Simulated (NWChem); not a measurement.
System: Si2NH7O; SMILES [SiH2](O[SiH3])N

```xyz
11

Si     0.2072     1.9683    -0.0503
O     -0.3364     0.4545     0.3044
Si    -0.5413    -1.1460    -0.0823
N      0.8518    -2.1529     0.0357
H      0.1625     2.2281    -1.5168
H     -0.6472     2.9687     0.6393
H      1.6118     2.1419     0.4111
H     -1.5425    -1.6675     0.8750
H     -0.9951    -1.2313    -1.4935
H      1.2504    -2.3829     0.9381
H      1.5661    -2.1341    -0.6822
```
Atoms are numbered in this order, from 1.

Results from NWChem. Geometry: optimised at B3LYP/6-31G* (spherical d).

For level PBE/def2-TZVP:

| Item | Value |
|---|---|
| highest occupied level (eV) | -6.36 |
| orbital gap (eV) | 5.72 |

**Question.** How do the values read with level CAM-B3LYP/def2-TZVP instead?

**Answer.** 
- highest occupied level (eV): -9.25
- orbital gap (eV): 10.40
